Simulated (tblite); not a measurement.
Compound: C6H13NOSi.
Structure used (GFN2-xTB), in Å, numbered top down from 1:
```xyz
22
C6H13NOSi angstrom
Si     4.0223   -0.0180    0.6131
O      3.0398    0.5594   -0.5321
C      1.6857    0.6279   -0.6609
C      0.8198    0.1705    0.2442
N     -0.5484    0.2761    0.1804
C     -1.3961   -0.5771    0.9961
C     -2.5895   -0.9129    0.1009
C     -2.6769    0.3147   -0.8027
C     -1.2071    0.6379   -1.0576
H      5.3038    0.2750   -0.0078
H      3.8335    0.6676    1.8964
H      3.8173   -1.4537    0.8395
H      1.3904    1.1156   -1.5778
H      1.1961   -0.2894    1.1471
H     -1.7257   -0.0209    1.8841
H     -0.8654   -1.4716    1.3330
H     -2.3721   -1.7995   -0.4969
H     -3.5005   -1.0890    0.6692
H     -3.1537    1.1378   -0.2697
H     -3.2259    0.1266   -1.7230
H     -1.0418    1.6961   -1.2781
H     -0.8160    0.0462   -1.8991
```

Method: GFN2-xTB as coded in tblite; computed harmonic values from a numerical Hessian at the method's own geometry, unscaled. Against measured fundamentals such values can be off by several per cent, at times by over 20. Modes of hydrogen on silicon can be 10 to 20 % off. One conformer, not necessarily the lowest.

Harmonic wavenumbers (cm⁻¹): 35.4, 67.6, 95.9, 127.4, 145.7, 170.8, 215.4, 247.4, 337.9, 410.3, 426.7, 574.7, 598.9, 619.2, 654.6, 683.7, 757.4, 785.7, 817.4, 840.2, 844.0, 875.4, 910.5, 940.6, 949.8, 985.7, 1017.4, 1090.6, 1114.3, 1125.1, 1157.3, 1179.2, 1198.0, 1210.6, 1218.3, 1270.6, 1278.5, 1296.8, 1304.4, 1315.5, 1337.3, 1353.8, 1478.0, 1483.9, 1496.3, 1504.2, 1723.7, 2196.0, 2230.9, 2342.1, 2850.8, 2880.1, 2948.0, 2949.5, 2985.0, 3000.2, 3019.5, 3023.8, 3069.3, 3081.2.

A = 4440, B = 543.9, C = 499.7 MHz; mass 143.077 u (most abundant isotopes); point group C1, symmetry number 1.

Q: Zero-point energy?

A: ½Σν̃ = 38924 cm⁻¹ = 465.64 kJ/mol.

Q: What is S at 298.15 K and 1 bar for an ideal gas of classical rigid rotors and harmonic oscillators?

A: Translation 170.76, rotation 125.38, vibration 136.27: S = 432.4 J/(mol K).

Q: And Cp and H(298.15 K) − H(0)?

A: Cp = 173.97 J/(mol K), of which vibrations give 140.72 (their classical limit is 60 R = 498.9); H(298.15 K) − H(0) = 30.88 kJ/mol without the zero-point energy, 20.97 from vibrations.

Q: What must be added to the electronic energy to get the Gibbs energy at 298.15 K and 1 bar?

A: ZPE + [H(298.15 K) − H(0)] − T·S = 465.64 + 30.88 − 128.92 = 367.60 kJ/mol.

Q: Blend soft modes into free rotors: weight 1/[1 + (100 cm⁻¹/ν̃)⁴] for the oscillator and the rest for a rotor with moment μB/(μ + B), μ = h/(8π²ν), B = 10⁻⁴⁴ kg m². What vibrational entropy results?

A: 124.20 J/(mol K) in place of 136.27, which changes −T·S at 298.15 K by +3.60 kJ/mol.

Q: How do the functions run with temperature in this model?

A: 
| T (K) | S (J/(mol K)) | Cp (J/(mol K)) | H − H(0) (kJ/mol) | G − H(0) (kJ/mol) | ln q(vib) |
| --- | --- | --- | --- | --- | --- |
| 150 | 340.8 | 103.9 | 10.54 | -40.58 | 3.67 |
| 250 | 404.0 | 149.3 | 23.11 | -77.90 | 6.56 |
| 400 | 490.8 | 225.2 | 51.25 | -145.07 | 10.83 |
| 600 | 598.3 | 305.4 | 104.81 | -254.16 | 16.53 |
| 900 | 738.0 | 382.1 | 208.94 | -455.23 | 24.80 |

q(vib) and H(0) count from the zero-point level.

Hindered rotation and anharmonicity are outside this model. Other conformers, if any are populated, would add a mixing term that is left out. The structure is chiral; the term R ln 2 for an equal mix with its mirror image is left out.
